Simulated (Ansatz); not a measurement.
`B1[SiH2]S1` and `C[SiH]1BS1` differ in one atom or group.

Ansatz, PBE0-D4/def2-TZVP geometries, multiplicity 1. 

```tsv
property	`B1[SiH2]S1`
HOMO energy (PBE/def2-TZVPP) / eV	-6.25
size of the dipole moment (PBE/def2-TZVPP) / D	0.70
HOMO energy (ωB97M-V/def2-TZVPP) / eV	-9.34
ideal-gas entropy at 298 K and 1 bar (rigid rotor, harmonic PBE0-D4/def2-TZVP) / J/(mol·K)	277
HOMO energy (B3LYP/def2-TZVPP) / eV	-7.09
zero-point energy (PBE0-D4/def2-TZVP) / kJ/mol	80.5
```

Give the same properties after the change, and the shifts. (Estimate.)

Computed: 
```
                                                                                  property  `C[SiH]1BS1`  shift
                                                         HOMO energy (PBE/def2-TZVPP) / eV         -5.92   0.33
                                            size of the dipole moment (PBE/def2-TZVPP) / D          1.64   0.94
                                                     HOMO energy (ωB97M-V/def2-TZVPP) / eV         -9.03   0.31
ideal-gas entropy at 298 K and 1 bar (rigid rotor, harmonic PBE0-D4/def2-TZVP) / J/(mol·K)           317     40
                                                       HOMO energy (B3LYP/def2-TZVPP) / eV         -6.79   0.30
                                            zero-point energy (PBE0-D4/def2-TZVP) / kJ/mol         156.7   76.2
```

With PBE0 the HOMO rises by 0.31 eV and the LUMO rises by 0.18 eV, so the gap narrows by about 0.13 eV. PBE moves the HOMO by 0.33 eV and ωB97M-V by 0.31 eV. The zero-point energy changes by 76.2 kJ/mol with +9 modes. Dipoles are sizes alone; their direction can turn.

B3LYP here is the variant with VWN-RPA as its local correlation; programs differ in this.
